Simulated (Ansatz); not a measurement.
Molecule: BBr$_{2}$, net charge 1, singlet state. 
Geometry from a B3LYP-D3(BJ)/def2-TZVP (Ansatz, a first-principles code) optimisation:
```xyz
3

Br     0.0000     0.0000    -1.7665
B      0.0000     0.0000     0.0000
Br     0.0000     0.0000     1.7665
```
Charge +1, spin multiplicity 1.

Basis-set convergence of Hartree-Fock and MP2 correlation energies (hartree) with Ansatz. Correlated levels leave the core frozen unless marked. Spin-orbit coupling is left out. Frozen are the shells of the preceding noble gas and the d and f shells that filled before the atom's block. Non-relativistic.

| basis | functions | E(HF) | E(corr, MP2) |
|---|---|---|---|
| cc-pVDZ | 68 | -5169.20652 | -0.29665 |
| cc-pVTZ | 116 | -5169.36674 | -0.39325 |
| cc-pVQZ | 191 | -5169.37399 | -0.43088 |

Extrapolating the two largest sets (X = 3 and 4) as X^-3: E(corr) = (64·(-0.43088) - 27·(-0.39325))/37 = -0.4583 Eh, an estimate of the basis-set limit. The largest set recovers 94.0 % of it, the smallest 64.7 %.
